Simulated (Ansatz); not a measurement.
The cluster Hg₂Cl₄⁺, relaxed as a doublet with UKS PBE0-D4/def2-SVP in Ansatz, starting from the GFN1-xTB geometry. Force threshold 0.02 eV/Å.

In the def2 sets Hg takes a core potential; there is no spin–orbit coupling. In the doublet, Cl4 and Cl5 lie 2.64 Å apart (atoms count from 1), so these atoms are partly bonded to each other. The structure comes from a short search, and lower isomers may exist.

Start:

```xyz
6

Hg    1.1184    1.2210   -0.3297
Hg   -0.9703   -1.1643   -0.7593
Cl    1.4907   -1.0863   -1.1831
Cl   -1.0744   -1.0422    1.6585
Cl    0.5775    0.8289    1.9986
Cl   -1.1419    1.2428   -1.3850
```

Task: Estimate the energy that the relaxation releases and the steps that it takes.

Result: 148.4 kJ/mol, in 36 steps; 2.9 min on 4 threads of Arm Neoverse V1 on a shared host. The force fell under the threshold at step 4, but the optimiser went on and released 1.241 eV more. No frequencies were taken in this run, so the end may be a saddle point.

Task: Does the start keep its bonding and symmetry?

Result: Bonds lost: Hg1–Cl6, Hg2–Cl3 (atoms count from 1). Point group C2v at the start, C2 at the end, both within 0.05 Å.

Task: Predict the relaxed structure.

Result: 
```xyz
6

Hg    2.7798    0.0247    0.3641
Hg   -2.7756   -0.0217   -0.3899
Cl    4.7601   -0.8981   -0.1807
Cl   -0.8913   -1.0936    0.5952
Cl    0.6846    1.0005    0.9363
Cl   -4.5576    0.9881   -1.3250
```
Bond lengths (bridged metal pairs left out): 4 × Cl–Hg 2.25 to 2.38 Å.
